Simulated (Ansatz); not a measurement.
`O=C=NB(F)Cl` + H₂Se → `FB(Cl)[SeH]` + `N=C=O`  (ligand exchange at a B–N bond)

Program: Ansatz. Geometries: PBE0-D4/def2-TZVP. ΔE: electronic, gas phase. CCSD(T)/CBS adds triple-zeta CCSD(T) − MP2 to the extrapolated MP2 energy (def2 sets, frozen cores). This one scheme is used for every species. DFT in def2-TZVPP. For Se outer-core shells are correlated without core-valence functions, which leaves a few kJ/mol of doubt a bond. Scalar relativity is left out up to krypton. One conformer a species, not always the lowest.

```csv
level,ΔE (eV)
r2SCAN-D4,0.43
HF/def2-TZVPP,0.65
```

(1) What does CCSD(T)/CBS give? (An estimate is asked.)

(2) What do rigid-rotor, harmonic-oscillator terms from PBE0-D4/def2-TZVP frequencies (298.15 K, 1 bar) make of the CCSD(T)/CBS value? (Estimate.)

Largest T1 diagnostic among the species: 0.018.

## Answers

(1) Computed: +0.40 eV. The listed levels differ from it by 0.03, 0.25 eV.

(2) Computed: ΔZPE = +0.06 eV, ΔH = +0.45 eV, ΔS = 0 J/(mol·K), ΔG = +0.45 eV.

At CCSD(T), def2-SVP lies +0.19 eV from the extrapolated value and def2-TZVPP +0.03 eV. From PBE to PBE0 (25 % exact exchange), in def2-TZVPP and without D4, ΔE moves by +0.05 eV. In def2-TZVPP, CCSD(T) changes the Hartree–Fock value by −0.21 eV (the triples alone add −0.03 eV) and MP2 by −0.24 eV.
